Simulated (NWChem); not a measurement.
System: SnH4; SMILES [SnH4]

Results from NWChem. Structure relaxed at the PBE0/def2-SVP level. def2 effective core potentials on Sn; no spin-orbit coupling.

Problem. Order these runs by computing time, cheapest first, and give rough ratios: PBE0/def2-TZVPP; PBE0/def2-QZVP; PBE0/def2-SVP.

Solution. PBE0/def2-SVP (1), PBE0/def2-TZVPP (4), PBE0/def2-QZVP (30). Ratios are rough, from one shared machine; the cheapest took about 2.9 core-seconds (a rough figure). What differs between the cheapest and the dearest: highest occupied level (eV) -9.11 → -9.15; orbital gap (eV) 10.11 → 9.45.
